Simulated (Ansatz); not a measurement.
Consider the formal exchange of groups at a C–Al bond: `B[C](=C)[AlH2]` + `C[SiH3]` → `BC(=C)[SiH2]C` + `[AlH3]`.

Gas-phase electronic energies from Ansatz, PBE0-D4/def2-TZVP geometries. CCSD(T)/CBS is the MP2 limit (def2-TZVPP, def2-QZVPP) plus CCSD(T) − MP2 in def2-TZVPP, frozen cores. This one scheme is used for every species. One conformer a species, not always the lowest.

| species | CCSD(T)/CBS(def2) energy (Eh) |
| --- | --- |
| `B[C](=C)[AlH2]` | -346.46179 |
| `C[SiH3]` | -330.73916 |
| `BC(=C)[SiH2]C` | -433.41862 |
| `[AlH3]` | -243.78045 |

Problem. Work out ΔE.

Solution. ΔE = (-433.41862) + (-243.78045) − (-346.46179) − (-330.73916) = 0.00188 Eh = +0.05 eV.

Largest T1 diagnostic among the species: 0.011.

Leaving LDA and LC-ωPBE aside and taking each functional with its dispersion term where it has one, the values, not all of them listed here, spread over 0.11 eV, from B97M-V to B2PLYP. LDA lies −0.05 eV from PBE without D4. The D4 term adds −0.06 eV with B3LYP and −0.04 eV with PBE0; it sums over pairs of atoms, weighted by their polarisabilities, and B3LYP, whose exchange is more repulsive, gets the larger term.

B3LYP here is the variant with VWN-RPA as its local correlation; programs differ in this.
